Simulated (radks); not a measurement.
The mercury ion Hg27+, [Kr] 4d10 4f7. All-electron calculation, non-relativistic Kohn-Sham, exchange-only B88, spin-polarised, spherical densities, point nucleus. Program: a radial shooting solver on a logarithmic mesh with Libxc functionals. Every spin shell is full or empty, so the densities are truly spherical. Functionals are evaluated on that one density, not self-consistently. Rank these exchange functionals by their error against the exact value of the orbitals, and give that value: LDA, PBE, RPBE, PW91, PW86, AM05, SOGGA, EV93, TPSS, SCAN, r2SCAN, Tao-Mo.

Answer. Exact: -313.537 hartree. From best to worst, with 100 (|E| - |E exact|)/|E exact| (equal figures are ties): SCAN -0.04, PW91 -0.12, r2SCAN -0.26, RPBE -0.33, EV93 -0.45, PW86 -0.48, PBE -0.50, TPSS -0.51, Tao-Mo -0.95, SOGGA -2.07, AM05 -3.97, LDA -4.27.
